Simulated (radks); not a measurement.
Correlation energies from several functionals, in hartree. Species: Tl13+ [Xe] 4f14; Sr2+ [Kr]. Calculated with a radial shooting solver on a logarithmic mesh with Libxc functionals: non-relativistic Kohn-Sham, LDA (Slater exchange, Perdew-Wang correlation), spin-polarised, spherical densities, point nucleus. Every spin shell is full or empty, so the densities are truly spherical. Functionals are evaluated on that one density, not self-consistently.

functional	Tl13+	Sr2+
PW92	-7.6129	-3.3790
PBEsol	-4.8794	-2.0716
LYP	-3.8460	-1.7934
PW91	-4.6987	-1.9702
AM05	-7.1746	-3.1266
OP (B88)	-3.7979	-1.7388
TPSS	-4.3484	-1.8179
B95	-5.5502	-2.1989
Tao-Mo	-4.2542	-1.7365
